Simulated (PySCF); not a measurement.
A structure optimised at PBE0-D3(BJ)/def2-SVP (Å):
```
atom  x, y, z in Å
B1    -1.721    0.959    0.349
C2    -1.093   -0.463    0.388
B3    -0.579   -0.675   -1.080
S4     1.111   -0.496   -1.659
Si5    2.237    0.006    0.122
H6    -2.782    1.144   -0.201
H7    -1.138    1.909    0.821
H8    -1.898   -1.208    0.515
H9    -0.312   -0.580    1.154
H10   -1.350   -0.945   -1.970
H11    2.225   -1.128    1.091
H12    3.630    0.258   -0.341
H13    1.686    1.229    0.774
```

Charge 0, singlet.

Question: Which heavy atoms are bonded, and with what formal order?

Answer: B1–C2 1.56 Å (single); C2–B3 1.57 Å (single); B3–S4 1.80 Å (single); S4–Si5 2.17 Å (single). Bonds to hydrogen (Å): B1–H6 1.21; B1–H7 1.21; C2–H8 1.10; C2–H9 1.10; B3–H10 1.21; Si5–H11 1.49; Si5–H12 1.49; Si5–H13 1.49.

Question: Which species is it?

Answer: `BCBS[SiH3]`, CH8B2SSi. Among its features: Si–H bond and three-coordinate boron.

Question: What is the point group of this geometry?

Answer: C1 (no symmetry element, even within 0.4 Å).

Question: Describe the place of each heavy atom.

Answer: B1: three-coordinate boron; C2: sp3 carbon bound to boron; B3: three-coordinate boron; S4: sulfur bonded to B and Si; Si5: SiH3 silicon.

Question: What is the arrangement about B1?

Answer: It has 3 neighbours (C2, H6, H7) and is planar (angles 120.9°, 120.3° and 118.7°, sum 359.9°, 0.02 Å off the plane of its three neighbours).

Question: What is the arrangement about C2?

Answer: It has 4 neighbours (B1, B3, H8, H9) and is distorted tetrahedral (angles from 103.4° to 113.9°).

All values are computed, not measured.
